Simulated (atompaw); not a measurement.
# Which change was made? (Mo, PAW (atompaw))

Mo, PAW, made with atompaw 4.2.0.5 (PBE, scalar-relativistic). Core [Kr], reference 4d5 5s0 5p0 (charge +1). Waves: 5s (bound, empty): rc 3.00 bohr; 5s channel at -0.25 Ry: rc 2.90 bohr; 5p (bound, empty): rc 3.00 bohr; 5p channel at 0.45 Ry: rc 3.00 bohr; 4d (bound): rc 3.00 bohr; 4d channel at -0.35 Ry: rc 3.00 bohr. Local part: troulliermartins scheme with l = 3 at 0.5 Ry, radius 2.00 bohr. Core correction: smooth core density matched at 2.75 bohr. Augmentation charge: besselshape compensation charge, radius 2.30 bohr; PAW radius 3.00 bohr; waves and projectors: custom polynom2 7 10 vanderbiltortho.

Cutoffs, loose and tight: the cutoffs (Ry, on a coarse ladder) from which the occupation-weighted sum of valence levels, in a spherical-Bessel basis at the reference potential, stays within 10 and 1 mRy of its value at 400 Ry. They see the waves, projectors and local potential, not the compensation charge or the core.

The base gives: outcome: generated; cutoff, loose: 18 Ry; cutoff, tight: 40 Ry; bound ghosts: s, p.

Question: After one change the result is: outcome: generated; cutoff, loose: 12 Ry; cutoff, tight: 30 Ry; bound ghosts: s, p. Which change was it?
A. all radii scaled by about 1.12 (s 3.36, p 3.36, d 3.36 bohr); local potential troulliermartins scheme with l = 3 at 0.5 Ry, radius 2.24 bohr; augmentation besselshape compensation charge, radius 2.58 bohr; PAW radius 3.36 bohr; waves and projectors: custom polynom2 7 10 vanderbiltortho; core correction smooth core density matched at 3.08 bohr
B. all radii scaled by about 0.89 (s 2.66, p 2.66, d 2.66 bohr); local potential troulliermartins scheme with l = 3 at 0.5 Ry, radius 1.78 bohr; augmentation besselshape compensation charge, radius 2.04 bohr; PAW radius 2.66 bohr; waves and projectors: custom polynom2 7 10 vanderbiltortho; core correction smooth core density matched at 2.44 bohr
C. all radii scaled by about 1.27 (s 3.82, p 3.82, d 3.82 bohr); local potential troulliermartins scheme with l = 3 at 0.5 Ry, radius 2.56 bohr; augmentation besselshape compensation charge, radius 2.94 bohr; PAW radius 3.82 bohr; waves and projectors: custom polynom2 7 10 vanderbiltortho; core correction smooth core density matched at 3.50 bohr
D. all radii scaled by about 0.81 (s 2.42, p 2.42, d 2.42 bohr); local potential troulliermartins scheme with l = 3 at 0.5 Ry, radius 1.62 bohr; augmentation besselshape compensation charge, radius 1.86 bohr; PAW radius 2.42 bohr; waves and projectors: custom polynom2 7 10 vanderbiltortho; core correction smooth core density matched at 2.22 bohr

Answer: A. The others give: all radii scaled by about 0.89 (s 2.66, p 2.66, d 2.66 bohr); local potential troulliermartins scheme with l = 3 at 0.5 Ry, radius 1.78 bohr; augmentation besselshape compensation charge, radius 2.04 bohr; PAW radius 2.66 bohr; waves and projectors: custom polynom2 7 10 vanderbiltortho; core correction smooth core density matched at 2.44 bohr → outcome: generated; cutoff, loose: 30 Ry; cutoff, tight: 60 Ry; bound ghosts: s, p | all radii scaled by about 0.81 (s 2.42, p 2.42, d 2.42 bohr); local potential troulliermartins scheme with l = 3 at 0.5 Ry, radius 1.62 bohr; augmentation besselshape compensation charge, radius 1.86 bohr; PAW radius 2.42 bohr; waves and projectors: custom polynom2 7 10 vanderbiltortho; core correction smooth core density matched at 2.22 bohr → outcome: generated; cutoff, loose: 21 Ry; cutoff, tight: 50 Ry; bound ghosts: p, s | all radii scaled by about 1.27 (s 3.82, p 3.82, d 3.82 bohr); local potential troulliermartins scheme with l = 3 at 0.5 Ry, radius 2.56 bohr; augmentation besselshape compensation charge, radius 2.94 bohr; PAW radius 3.82 bohr; waves and projectors: custom polynom2 7 10 vanderbiltortho; core correction smooth core density matched at 3.50 bohr → outcome: generated; cutoff, loose: 8 Ry; cutoff, tight: 21 Ry; bound ghosts: s.
